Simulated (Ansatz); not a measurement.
Computed with Ansatz on PBE0-D4/def2-TZVP structures; ΔE is electronic, products minus reactants. CCSD(T)/CBS is the MP2 limit (def2-TZVPP, def2-QZVPP) plus CCSD(T) − MP2 in def2-TZVPP, frozen cores. DFT in def2-TZVPP. B3LYP here is the variant with VWN-RPA as its local correlation; programs differ in this. For Ge outer-core shells are correlated without core-valence functions, which leaves a few kJ/mol of doubt a bond. Scalar relativity is left out up to krypton. One conformer a species, not always the lowest.

`F[CH](F)[GeH2][SiH3]` + `CC(N)N` → `CC(N)N[SiH3]` + `F[CH](F)[GeH3]`  (cleavage of the Si–Ge bond)

```tsv
level	ΔE (kcal/mol)	difference from CCSD(T)/CBS
r2SCAN-D4	-5.0	0.7
PBE0-D4	-3.8	1.9
B3LYP-D4	-6.1	-0.4
ωB97X-V	-6.1	-0.4
ωB97M-V	-6.5	-0.8
B2PLYP	-6.3	-0.6
PBE	-2.5	3.2
B3LYP	-5.5	0.2
HF/def2-TZVPP	-8.7	-3.0
MP2/def2-TZVPP	-7.1	-1.4
SCS-MP2/def2-TZVPP	-7.6	-1.9
CCSD/def2-TZVPP	-6.1	-0.4
CCSD(T)/def2-TZVPP	-5.8	-0.1
HF/def2-QZVPP	-9.2	-3.5
MP2/def2-QZVPP	-7.1	-1.4
HF/CBS(def2)	-9.2	-3.5
CCSD(T)/CBS	-5.7	0
```

Largest T1 diagnostic among the species: 0.012.

In def2-TZVPP, CCSD(T) changes the Hartree–Fock value by +2.9 kcal/mol (the triples alone add +0.2 kcal/mol) and MP2 by +1.6 kcal/mol. From PBE to PBE0 (25 % exact exchange), in def2-TZVPP and without D4, ΔE moves by −1.0 kcal/mol.
